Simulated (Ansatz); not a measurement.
Reaction (cleavage of the Si–Si bond): `C[Si](O)(F)[SiH3]` + `S[SiH2]S` → `[SiH3]S[SiH2]S` + `C[SiH](O)F`

Computed with Ansatz on PBE0-D4/def2-TZVP structures; ΔE is electronic, products minus reactants. CCSD(T)/CBS adds triple-zeta CCSD(T) − MP2 to the extrapolated MP2 energy (def2 sets, frozen cores). DFT in def2-TZVPP. B3LYP here is the variant with VWN-RPA as its local correlation; programs differ in this. Each species was taken in one conformer, which may not be the lowest.

`C[Si](O)(F)[SiH3]`:

```xyz
12

C    -0.124   -1.377   -1.045
Si    0.583    0.094   -0.159
O     0.809    1.371   -1.163
F     2.007   -0.374    0.423
Si   -0.714    0.902    1.616
H    -0.251   -2.217   -0.359
H     0.542   -1.702   -1.850
H    -1.097   -1.138   -1.479
H     1.262    1.230   -1.996
H    -0.912   -0.174    2.626
H    -2.051    1.323    1.115
H    -0.054    2.062    2.271
```

`S[SiH2]S`:

Z-matrix (Å, degrees):
```
Si
S 1 2.126
S 1 2.137 2 108.8
H 1 1.482 2 104.0 3 120.9
H 1 1.484 2 113.0 3 -120.3
H 2 1.344 1 94.4 3 59.4
H 3 1.345 1 93.8 2 -156.0
```

`[SiH3]S[SiH2]S`:

Cartesian coordinates in Å:
```
Si 0.995 -1.036 -0.962
S -1.079 -1.269 -0.497
Si -1.250 0.373 0.856
S -0.588 2.253 0.084
H 1.494 -2.368 -1.379
H 1.200 -0.055 -2.055
H 1.731 -0.573 0.245
H -2.699 0.509 1.125
H -0.485 0.090 2.093
H 0.681 2.076 0.490
```

`C[SiH](O)F`:

Cartesian coordinates in Å:
```
C 0.363 0.464 -0.994
Si -0.310 0.111 0.694
O -0.758 -1.448 0.893
F 0.836 0.482 1.748
H 0.644 1.517 -1.082
H -0.384 0.245 -1.760
H 1.253 -0.136 -1.201
H -1.506 0.908 1.035
H -0.138 -2.142 0.668
```

```json
{"level": "B3LYP-D4", "ΔE (kcal/mol)": "-16.6", "difference from CCSD(T)/CBS": "1.4"}
{"level": "B2PLYP", "ΔE (kcal/mol)": "-17.3", "difference from CCSD(T)/CBS": "0.7"}
{"level": "PBE", "ΔE (kcal/mol)": "-14.2", "difference from CCSD(T)/CBS": "3.8"}
{"level": "r2SCAN", "ΔE (kcal/mol)": "-16.9", "difference from CCSD(T)/CBS": "1.1"}
{"level": "PBE0", "ΔE (kcal/mol)": "-15.5", "difference from CCSD(T)/CBS": "2.5"}
{"level": "CCSD/def2-TZVPP", "ΔE (kcal/mol)": "-17.1", "difference from CCSD(T)/CBS": "0.9"}
{"level": "CCSD(T)/def2-TZVPP", "ΔE (kcal/mol)": "-17.4", "difference from CCSD(T)/CBS": "0.6"}
{"level": "HF/def2-QZVPP", "ΔE (kcal/mol)": "-18.3", "difference from CCSD(T)/CBS": "-0.3"}
{"level": "SCS-MP2/def2-QZVPP", "ΔE (kcal/mol)": "-19.9", "difference from CCSD(T)/CBS": "-1.9"}
{"level": "MP2/CBS(def2)", "ΔE (kcal/mol)": "-20.9", "difference from CCSD(T)/CBS": "-2.9"}
{"level": "CCSD(T)/CBS", "ΔE (kcal/mol)": "-18.0", "difference from CCSD(T)/CBS": "0"}
```

Largest T1 diagnostic among the species: 0.012.

From PBE to PBE0 (25 % exact exchange), in def2-TZVPP and without D4, ΔE moves by −1.3 kcal/mol. The D4 term adds −1.1 kcal/mol with B3LYP and −0.6 kcal/mol with PBE0; it sums over pairs of atoms, weighted by their polarisabilities, and B3LYP, whose exchange is more repulsive, gets the larger term.
